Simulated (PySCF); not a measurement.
# Telling isomers of C$_{4}$H$_{5}$FN$_{2}$ apart by NMR

- NMR shieldings at PBE0/pcSseg-1/GIAO
- GFN2-xTB geometry
- code: PySCF 2.14
- one averaged value for each set of equivalent atoms, isolated molecule, a single conformation, relativity neglected

Shifts are taken against calculated references (same method and geometry level): 1H, 13C against TMS. Splittings of carbon signals by F and P are missing where no couplings were computed. Where no couplings were computed, multiplicities follow the n + 1 count of equivalent neighbours, and m marks all less simple cases (inequivalent or close neighbours, rings, F or P nearby). Shifts are as computed. Against solution values, carbons near 30 ppm lie about +3 ppm off and those near 130 ppm about +5 ppm (rms about the fit 2.1 ppm; single classes can miss by 10 ppm). Of 1328 compounds with measured shifts, 309 miss one by over three times the rms of a fit or turn the order of signals round; such compounds aren't used in these exercises. Signals without a measured value on file couldn't be tested in this way; 1H shifts scatter by 0.2 ppm about their fit, and single ones miss by 0.5 ppm.

(1) Tabulate the signals of `C/N=C/[C@@H](F)C#N`, `Cn1cc(F)cn1` and their relative energies.

(2) What is the quickest way to tell C/N=C/[C@@H](F)C#N from Cn1cc(F)cn1?

Results:

(1) 
```json
{"SMILES": "C/N=C/[C@@H](F)C#N", "carbon types": "1×C 2×CH 1×CH3", "δC": "161.7, 119.0, 82.9, 50.6", "δH": "7.89 (m, 1H), 5.52 (m, 1H), 3.83 (s, 3H)", "E rel. (kcal/mol)": "18.1"}
{"SMILES": "Cn1cc(F)cn1", "carbon types": "1×C 2×CH 1×CH3", "δC": "161.9, 128.5, 118.6, 40.9", "δH": "7.30 (m, 1H), 7.26 (m, 1H), 3.98 (s, 3H)", "E rel. (kcal/mol)": "0.0"}
```

Energies are electronic energies at PBE0/pcSseg-1 on these geometries, without zero-point or thermal terms, each for the one conformer computed, which needn't be the lowest.

(2) Both give the same number of carbon signals, with the same numbers of each carbon type, so the positions decide. The first has a nitrile carbon (C) at 119.0 ppm, the second an aromatic carbon bearing fluorine (C) at 161.9 ppm. Their most deshielded carbons lie at 161.7 and 161.9 ppm. In the proton spectra the most deshielded non-exchanging signals are 7.89 (m, 1H) and 7.30 (m, 1H).
